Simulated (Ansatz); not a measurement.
The cluster MgAg₆⁺, relaxed as a doublet with UKS PBE-D4/def2-SVP in Ansatz, starting from the GFN1-xTB geometry. Force threshold 0.02 eV/Å.

In the def2 sets Ag takes a core potential; there is no spin–orbit coupling. The relaxation made no stability test and no search for a lower SCF solution. No other spin state of charge 1 was run. Another isomer (doublet) lies 0.54 eV lower at PBE0-D4/def2-TZVP; other spin states weren't run for this one.

Start:

| atom | x (Å) | y (Å) | z (Å) |
| --- | --- | --- | --- |
| Mg1 | 0.244 | -2.171 | -4.320 |
| Ag2 | 0.227 | 0.776 | 3.213 |
| Ag3 | -0.761 | 2.501 | 1.279 |
| Ag4 | 0.099 | -0.044 | 0.614 |
| Ag5 | 0.989 | -1.748 | 2.514 |
| Ag6 | -0.781 | 1.626 | -1.358 |
| Ag7 | -0.017 | -0.940 | -1.942 |

```tsv
step	energy (eV)	largest force component (eV/Å)	SCF passes
1	-29433.7279	0.259	36
2	-29433.7414	0.078	24
3	-29433.7450	0.022	23
4	-29433.7479	0.104	24
5	-29433.7535	0.033	23
6	-29433.7577	0.057	24
7	-29433.7595	0.107	24
8	-29433.7619	0.060	24
9	-29433.7639	0.010	22
10	-29433.7647	0.011	22
11	-29433.7650	0.022	22
12	-29433.7653	0.027	22
13	-29433.7669	0.057	23
14	-29433.7726	0.083	23
15	-29433.7874	0.077	24
16	-29433.8159	0.111	23
17	-29433.8631	0.181	24
18	-29433.9311	0.239	25
19	-29433.9851	0.159	25
20	-29434.0454	0.321	30
21	-29434.1270	0.205	31
22	-29434.1358	0.184	34
23	-29434.1468	0.032	27
24	-29434.1473	0.008	26
```

Force components are those of the run's own axes.

End:

```xyz
7

Mg    0.662   -2.401   -1.501
Ag    0.343    0.093    2.673
Ag   -0.686    2.373    1.501
Ag    0.003   -0.008   -0.008
Ag    0.991   -2.198    1.281
Ag   -0.968    2.196   -1.235
Ag   -0.346   -0.056   -2.711
```

Bonds formed: Mg1–Ag4, Mg1–Ag5 (atoms count from 1).

The force fell under the threshold at step 9, but the optimiser went on and released 0.383 eV more. No frequencies were taken in this run, so the end may be a saddle point.

It took 2.7 min on 4 threads of Arm Neoverse V1 on a shared host.
